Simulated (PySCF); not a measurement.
## Fractional electron number in Co²⁺ (cobalt, charge +2)

The 3d beta orbital of [Ar] 3d7 is emptied in steps (occupation f), with all orbitals relaxed, ending at [Ar] 3d6. Calculation: PySCF 2.14, in aug-cc-pVTZ (8s7p5d3f2g, 93 functions); no relativity, point nucleus. The exact energy is a straight line in f; departures are measured from the line between the end points of the same method.

| f | UHF (eV) | LDA (eV) | PBE (eV) |
| --- | --- | --- | --- |
| 1 | 0.000 | 0.000 | 0.000 |
| 0.8 | 0.493 | -1.372 | -1.336 |
| 0.6 | 0.710 | -2.078 | -2.018 |
| 0.4 | 0.683 | -2.097 | -2.031 |
| 0.2 | 0.439 | -1.410 | -1.362 |
| 0 | 0.000 | 0.000 | 0.000 |

Problem. For LDA, how does the orbital energy at f = 1 compare with the removal energy?

Solution. −ε = 26.145 eV against a total-energy difference of 34.638 eV. By Janak's theorem ε = ∂E/∂f, so the gap between them reflects the curvature. Along the path −ε is 29.425 (f = 0.8), 32.811 (f = 0.6), 36.293 (f = 0.4), 39.866 (f = 0.2) eV.

```
method  E(f=0) − E(f=1) (eV)  −ε at f=1 (eV)  −ε at f=0.4 (eV)
   UHF                31.448          34.657            30.749
   LDA                34.638          26.145            36.293
   PBE                34.370          26.091            36.001
```

Reference removal energy between the ground levels: 33.5 ± 0.06 eV (semi-empirical (NIST evaluation); NIST Atomic Spectra Database, ionization energies). The calculation has no spin-orbit coupling. The determinant left behind need not be the lowest term of the ion. UHF lacks correlation.
